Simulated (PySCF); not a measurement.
Isomers of C4H11FN2Si.

All values: PBE0/pcSseg-1 (PySCF) at GFN2-xTB geometries, gas phase, one conformer each.

(1) Rank by dipole moment, lowest first.
A. `[F:1][CH2:2][CH2:3][C@@H:4]1[CH2:5][NH:6][SiH2:7][NH:8]1` with F1–C2–C3–C4 73°, C2–C3–C4–C5 -65°, C3–C4–C5–N6 -156°, C4–C5–N6–Si7 31°, C5–N6–Si7–N8 -13°, N6–Si7–N8–C4 -10°
B. `[NH2:1][CH2:2][C@@H:3]1[CH2:4][Si@@H:5]([CH2:6][F:7])[NH:8]1` with H–N1–C2–C3 -60° and 58°, N1–C2–C3–C4 -73°, C4–Si5–C6–F7 -128°, C2–C3–C4–Si5 -107°, C3–C4–Si5–C6 -117°, C4–Si5–N8–C3 11°, C2–C3–N8–Si5 105°
C. `[CH2:1]=[CH:2][CH2:3][CH2:4][NH:5][Si@@H:6]([NH2:7])[F:8]` with C1–C2–C3–C4 -116°, C2–C3–C4–N5 -177°, C3–C4–N5–Si6 147°, C4–N5–Si6–N7 -169°, N5–Si6–N7–H 179° and 40°

Results:

(1) A (1.56 D), C (1.76 D), B (2.14 D).

All values together:

```tsv
SMILES	μ (D)	HOMO (eV)	LUMO (eV)	lowest IAO charge (e)	highest IAO charge (e)	lowest Hirshfeld charge (e)	highest Hirshfeld charge (e)
N[C@@H]1CC[C@@H]1N[SiH2]F	1.61	-6.51	0.25	-0.685 (N)	+1.210 (Si)	-0.243 (N)	+0.449 (Si)
C=CCCN[Si@@H](N)F	1.76	-6.95	0.41	-0.851 (N)	+1.371 (Si)	-0.320 (N)	+0.467 (Si)
FCC[C@@H]1CN[SiH2]N1	1.56	-6.46	0.72	-0.696 (N)	+1.014 (Si)	-0.257 (N)	+0.394 (Si)
NC[C@@H]1C[Si@@H](CF)N1	2.14	-6.45	0.32	-0.690 (N)	+1.020 (Si)	-0.253 (N)	+0.404 (Si)
```

Conformers: `[NH2:1][C@@H:2]1[CH2:3][CH2:4][C@@H:5]1[NH:6][SiH2:7][F:8]` with H–N1–C2–C3 180° and 60°, C4–C5–N6–Si7 167°, C5–N6–Si7–F8 176°, N1–C2–C3–C4 -134°, C2–C3–C4–C5 12°, C3–C4–C5–N6 106°, N1–C2–C5–C4 131°; `[CH2:1]=[CH:2][CH2:3][CH2:4][NH:5][Si@@H:6]([NH2:7])[F:8]` with C1–C2–C3–C4 -116°, C2–C3–C4–N5 -177°, C3–C4–N5–Si6 147°, C4–N5–Si6–N7 -169°, N5–Si6–N7–H 179° and 40°; `[F:1][CH2:2][CH2:3][C@@H:4]1[CH2:5][NH:6][SiH2:7][NH:8]1` with F1–C2–C3–C4 73°, C2–C3–C4–C5 -65°, C3–C4–C5–N6 -156°, C4–C5–N6–Si7 31°, C5–N6–Si7–N8 -13°, N6–Si7–N8–C4 -10°; `[NH2:1][CH2:2][C@@H:3]1[CH2:4][Si@@H:5]([CH2:6][F:7])[NH:8]1` with H–N1–C2–C3 -60° and 58°, N1–C2–C3–C4 -73°, C4–Si5–C6–F7 -128°, C2–C3–C4–Si5 -107°, C3–C4–Si5–C6 -117°, C4–Si5–N8–C3 11°, C2–C3–N8–Si5 105°.
